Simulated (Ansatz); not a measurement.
Species: trimethyl borate, C$_{3}$H$_{9}$BO$_{3}$, net charge 0, singlet state. SMILES: COB(OC)OC
Geometry from a B3LYP-D3(BJ)/def2-TZVP (Ansatz, a first-principles code) optimisation:
```
B
O 1 1.3659
O 1 1.3659 2 120.00
O 1 1.3659 2 120.00 3 180.00
C 3 1.4223 1 120.65 2 0.00
H 5 1.0889 3 107.37 1 -180.00
H 5 1.0917 6 109.38 3 120.62
H 5 1.0917 6 109.38 7 118.75
C 2 1.4223 1 120.65 3 -180.00
H 9 1.0889 2 107.37 1 -180.00
H 9 1.0917 10 109.38 2 120.62
H 9 1.0917 10 109.38 11 118.75
C 4 1.4223 1 120.65 2 180.00
H 13 1.0889 4 107.37 1 -180.00
H 13 1.0917 14 109.38 4 -120.62
H 13 1.0917 14 109.38 15 -118.75
```
Charge 0, spin multiplicity 1.

Computed values are from Ansatz. Cores are frozen in the correlated levels unless marked. UHF or UKS for open shells. No spin-orbit coupling. No relativistic terms. CBS marks a two-point X^-3 extrapolation of the correlation energy; Hartree-Fock from the larger set. The bracket is a focal-point correction in the basis named.

- atomisation energy De = 1581.5 kcal/mol at RI-MP2/CBS(cc-pVTZ,cc-pVQZ)+[CCSD(T)-MP2]/cc-pVDZ
- total energy = -370.0020 Eh at RI-MP2/CBS(cc-pVTZ,cc-pVQZ)+[CCSD(T)-MP2]/cc-pVDZ
- dipole moment = 0.00 D at CCSD(T)/aug-cc-pVDZ
- T1 diagnostic = 0.013 at CCSD/aug-cc-pVDZ
